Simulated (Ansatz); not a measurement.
`[O]=[Mo]([OH])([F])([F])[Cl]` + H₂O → `[O]=[Mo]([OH])([OH])([F])[F]` + HCl  (formal hydrolysis of a Mo–Cl bond)

Gas-phase electronic energies from Ansatz, PBE0-D4/def2-TZVP geometries. CCSD(T)/CBS is the MP2 limit (def2-TZVPP, def2-QZVPP) plus CCSD(T) − MP2 in def2-TZVPP, frozen cores. This one scheme is used for every species. Functionals use def2-TZVPP. B3LYP here is the variant with VWN-RPA as its local correlation; programs differ in this. def2 core potentials past Kr. For Mo outer-core shells are correlated without core-valence functions, which leaves a few kJ/mol of doubt a bond. Each species was taken in one conformer, which may not be the lowest.

| level | ΔE (kJ/mol) | difference from CCSD(T)/CBS |
| --- | --- | --- |
| r2SCAN-D4 | 13.0 | -5.6 |
| PBE0-D4 | 16.9 | -1.7 |
| B3LYP-D4 | 13.3 | -5.3 |
| ωB97X-V | 8.6 | -10.0 |
| ωB97M-V | 11.5 | -7.1 |
| B2PLYP | 15.3 | -3.3 |
| PBE | 14.7 | -3.9 |
| r2SCAN | 12.6 | -6.0 |
| B3LYP | 10.2 | -8.4 |
| HF/def2-TZVPP | 7.6 | -11.0 |
| MP2/def2-TZVPP | 26.2 | 7.6 |
| SCS-MP2/def2-TZVPP | 19.6 | 1.0 |
| CCSD/def2-TZVPP | 9.3 | -9.3 |
| CCSD(T)/def2-TZVPP | 12.8 | -5.8 |
| HF/CBS(def2) | 10.1 | -8.5 |
| CCSD/CBS(def2) | 15.1 | -3.5 |
| CCSD(T)/CBS | 18.6 | 0 |

Largest T1 diagnostic among the species: 0.024, so the coupled-cluster value is less sure than usual.

The D4 term adds +3.1 kJ/mol with B3LYP and +1.6 kJ/mol with PBE0; it sums over pairs of atoms, weighted by their polarisabilities, and B3LYP, whose exchange is more repulsive, gets the larger term. In def2-TZVPP, CCSD(T) changes the Hartree–Fock value by +5.2 kJ/mol (the triples alone add +3.5 kJ/mol) and MP2 by +18.6 kJ/mol.
